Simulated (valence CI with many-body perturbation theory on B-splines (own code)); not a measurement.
**Re³⁴⁺: what each term of the Hamiltonian does**

Computed by relativistic CI+MBPT: five valence electrons over a frozen Dirac-Fock core [Kr], radial functions for each j: 7 s, 7 p, 8 d, 6 f, 4 g, 1 h, with the one-electron correlation potential Σ1 (screened to all orders), the two-electron term Σ2, the three-electron term Σ3, Breit, model QED; selected single and double excitations, second order for the rest (own B-spline code, finite nucleus).

The last digits are not significant, and no measured levels were compared; by estimate large intervals hold to a few tenths of a per cent, small ones and those within an open d or f shell to about a per cent. Only levels of the ground parity were solved; by the run's estimate the other parity begins above the list, which can be wrong where configurations are misplaced.

Each rung adds one term. CI alone is the Dirac-Coulomb CI over the frozen core; QED comes last and gives the full result, which names the levels. Energies are above (4d3/2^4 4d5/2) J=5/2 on the same rung, in cm⁻¹.

Levels are named by their leading jj configuration (3d3/2^4 stands for four electrons in 3d with j = 3/2), which in mixed levels can hold well under half, so a name can repeat and another be missing. Letters in brackets count levels of one name in rising energy.

```
                      Level  CI alone    + Σ1    + Σ2    + Σ3  + Breit    Full
(4d3/2^3 4d5/2^2) J=5/2 [a]    112334  113063  113877  114875   112035  112420
(4d3/2^3 4d5/2^2) J=7/2 [a]    154314  155058  153576  153298   150069  150448
(4d3/2^3 4d5/2^2) J=3/2 [a]    156661  157397  157395  156837   154200  154580
   (4d3/2^3 4d5/2^2) J=11/2    164763  165538  162476  162118   157965  158346
    (4d3/2^3 4d5/2^2) J=9/2    176896  177683  174854  174262   170551  170942
(4d3/2^3 4d5/2^2) J=5/2 [b]    184267  185073  183188  182425   179047  179453
    (4d3/2^3 4d5/2^2) J=1/2    190142  190967  190461  189518   186459  186879
(4d3/2^3 4d5/2^2) J=7/2 [b]    202140  202924  199685  197822   194489  194875
(4d3/2^3 4d5/2^2) J=3/2 [b]    243644  244513  244624  242815   239760  240201
(4d3/2^2 4d5/2^3) J=5/2 [a]    263692  265120  266406  266685   261175  261924
(4d3/2^2 4d5/2^3) J=7/2 [a]    291230  292736  291762  291527   285313  286089
   (4d3/2^2 4d5/2^3) J=11/2    299101  300635  297922  297708   290628  291404
(4d3/2^2 4d5/2^3) J=9/2 [a]    303292  304802  302752  302239   295578  296349
(4d3/2^2 4d5/2^3) J=1/2 [a]    309294  310821  310465  309809   304138  304925
   (4d3/2^2 4d5/2^3) J=13/2    320512  322077  317768  317068   309147  309928
(4d3/2^2 4d5/2^3) J=3/2 [a]    314236  315739  318009  317115   311381  312167
(4d3/2^2 4d5/2^3) J=5/2 [b]    321927  323447  322157  321069   314965  315743
(4d3/2^2 4d5/2^3) J=9/2 [b]    341031  342553  342241  340864   334284  335066
(4d3/2^2 4d5/2^3) J=7/2 [b]    350302  351852  348478  346637   339924  340706
(4d3/2^2 4d5/2^3) J=5/2 [c]    349979  351500  351439  349834   344038  344820
(4d3/2^2 4d5/2^3) J=3/2 [b]    358958  360448  357514  354150   348212  348970
(4d3/2^2 4d5/2^3) J=1/2 [b]    371555  373068  372053  369485   363728  364509
(4d3/2^2 4d5/2^3) J=7/2 [c]    374381  375932  374697  372422   365966  366755
(4d3/2^2 4d5/2^3) J=9/2 [c]    401835  403416  400196  397532   390872  391669
  (4d3/2 4d5/2^4) J=5/2 [a]    437615  439763  441983  440611   432530  433627
(4d3/2^2 4d5/2^3) J=3/2 [c]    447097  448640  444361  440299   434653  435430
(4d3/2^2 4d5/2^3) J=5/2 [d]    456449  458157  457123  453658   446992  447891
  (4d3/2 4d5/2^4) J=7/2 [a]    470135  472412  473968  472406   463137  464322
     (4d3/2 4d5/2^4) J=11/2    481574  483882  483624  482162   471962  473147
  (4d3/2 4d5/2^4) J=3/2 [a]    478184  480422  482884  481231   472649  473819
      (4d3/2 4d5/2^4) J=9/2    502854  505127  503994  501564   491990  493160
```

(1) How does the ionisation energy move along the ladder, and which term matters most?

Answers

(1) CI alone 1450.1, + Σ1 1452.7, + Σ2 1456.0, + Σ3 1456.1, + Breit 1455.6, + QED 1455.7 eV. The largest step is Σ2, 3.3 eV. NIST lists 1454 ± 5 eV (theoretical).
